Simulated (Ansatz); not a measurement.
Stepwise reaction of `Cl[SiH2][SiH](Cl)Cl` with water, as a gas-phase model of exchange steps in deposition or etching. ΔE in kJ/mol.

Program: Ansatz. Geometries: PBE0-D4/def2-TZVP. ΔE: electronic, gas phase. CBS: MP2 limit from def2 TZ/QZ plus the TZ coupled-cluster correction, frozen cores. This one scheme is used for every species. Functionals use def2-TZVPP. B3LYP here is the variant with VWN-RPA as its local correlation; programs differ in this. One conformer a species, not always the lowest.

```json
{"step": "2", "reaction": "`O[SiH2][SiH](Cl)Cl` + H₂O → `O[SiH2][SiH](O)Cl` + HCl", "PBE-D4": "8.3", "B3LYP-D4": "0.9", "ωB97M-V": "1.6", "CCSD(T)/CBS": "4.7"}
```

Give the row of step 1, `Cl[SiH2][SiH](Cl)Cl` + H₂O → `O[SiH2][SiH](Cl)Cl` + HCl. (Best estimate.)

The calculation gave: 
```json
{"step": "1", "reaction": "`Cl[SiH2][SiH](Cl)Cl` + H₂O → `O[SiH2][SiH](Cl)Cl` + HCl", "PBE-D4": "13.3", "B3LYP-D4": "7.0", "ωB97M-V": "8.4", "CCSD(T)/CBS": "11.4"}
```

By hand: ΔE of the 2 steps together at CCSD(T)/CBS.

(11.4) + (4.7) = 16.1 kJ/mol, or 8.1 kJ/mol a step.

In ΔE each step is lower than the one before. PBE-D4 differs from CCSD(T)/CBS by 1.9 to 3.6 kJ/mol a step. Isolated molecules leave out the surface, adducts and barriers. Largest T1 diagnostic: 0.011.
